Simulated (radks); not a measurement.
Results of a calculation; reference values are marked as such.
The gold ion Au+, 78 electrons, occupied as [Xe] 4f14 5d10.

Code: a radial shooting solver on a logarithmic mesh with Libxc functionals. Model: Dirac Kohn-Sham, SOGGA, spin-unpolarised, spherical densities, point nucleus.

Energy parts (hartree):
total: -19041.8533
kinetic: 21883.5373
electron-nucleus: -47954.9060
Hartree: 7388.8658
exchange-correlation: -359.3504

Orbitals (lengths in bohr, moments of r in powers of bohr; r(max) is where P^2 peaks; r(90%) holds 90 % of the orbital's charge):
\begin{tabular}{lrrrrr}
orbital & occ. & eigenvalue (hartree) & r(max) & <r^2> & r(90%) \\ \hline
1s1/2 & 2 & -2963.329 & 0.01041 & 0.0003932 & 0.0308 \\
2s1/2 & 2 & -522.6771 & 0.06038 & 0.005938 & 0.110 \\
2p1/2 & 2 & -501.1998 & 0.04446 & 0.004203 & 0.0967 \\
2p3/2 & 4 & -433.7677 & 0.05184 & 0.005391 & 0.108 \\
3s1/2 & 2 & -123.5759 & 0.1699 & 0.03858 & 0.270 \\
3p1/2 & 2 & -113.9297 & 0.1586 & 0.03518 & 0.262 \\
3p3/2 & 4 & -99.05061 & 0.1736 & 0.04160 & 0.283 \\
3d3/2 & 4 & -83.04972 & 0.1352 & 0.03191 & 0.256 \\
3d5/2 & 6 & -79.85160 & 0.1393 & 0.03366 & 0.263 \\
4s1/2 & 2 & -27.04904 & 0.3832 & 0.1872 & 0.584 \\
4p1/2 & 2 & -22.93798 & 0.3814 & 0.1910 & 0.595 \\
4p3/2 & 4 & -19.36682 & 0.4124 & 0.2237 & 0.644 \\
4d3/2 & 4 & -12.64514 & 0.4052 & 0.2364 & 0.675 \\
4d5/2 & 6 & -11.98019 & 0.4148 & 0.2480 & 0.691 \\
5s1/2 & 2 & -4.28218 & 0.8490 & 0.9674 & 1.33 \\
4f5/2 & 6 & -3.35816 & 0.3731 & 0.2976 & 0.796 \\
4f7/2 & 8 & -3.21810 & 0.3777 & 0.3062 & 0.807 \\
5p1/2 & 2 & -2.95044 & 0.8974 & 1.141 & 1.46 \\
5p3/2 & 4 & -2.34437 & 0.9781 & 1.382 & 1.61 \\
5d3/2 & 4 & -0.59607 & 1.194 & 2.800 & 2.40 \\
5d5/2 & 6 & -0.53830 & 1.234 & 3.070 & 2.52 \\
\end{tabular}

The highest occupied level is 5d5/2 at -14.648 eV. For comparison, the ionisation energy in NIST's Atomic Spectra Database is 20.20 eV (measured). In exact Kohn-Sham theory the highest level is minus the ionisation energy, but local and semilocal functionals leave it too shallow, through self-interaction and a potential that decays too fast; potentials with the right tail come closer.
